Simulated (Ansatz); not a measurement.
Sn₂F₃, relaxed as a doublet with UKS PBE0-D4/def2-SVP in Ansatz, starting from the GFN1-xTB geometry. Force threshold 0.02 eV/Å.

In the def2 sets Sn takes a core potential; there is no spin–orbit coupling. The relaxation made no stability test and no search for a lower SCF solution. The structure comes from a short search, and lower isomers may exist.

Start:

```
atom    x (Å)    y (Å)    z (Å)
 Sn1   0.6011  -1.5828  -1.2141
 Sn2   0.6517   0.8238   0.6355
  F3  -0.0959   0.4325  -1.4323
  F4  -0.0955  -1.2762   0.7877
  F5  -1.0615   1.6027   1.2232
```

Estimate the energy that the relaxation releases and the steps that it takes.

9.4 kcal/mol, in 12 steps; 20 s on 4 threads of Arm Neoverse V2 on a shared host. The force fell under the threshold at step 10, but the optimiser went on. No frequencies were taken in this run, so the end may be a saddle point.

Does the start keep its bonding and symmetry?

By distances, no bond broke or formed. The bond that changes most is Sn2–F4, from 2.23 to 2.14 Å (atoms count from 1). Point group Cs at the start, Cs at the end, both within 0.05 Å.

Predict the relaxed structure.


Cartesian coordinates in Å:
```
Sn -0.123 -1.647 -1.264
Sn 0.629 1.031 0.792
F 0.402 0.467 -1.256
F 0.398 -1.093 0.778
F -1.306 1.242 0.950
```
Bond lengths (bridged metal pairs left out): 5 × F–Sn 1.95 to 2.18 Å.
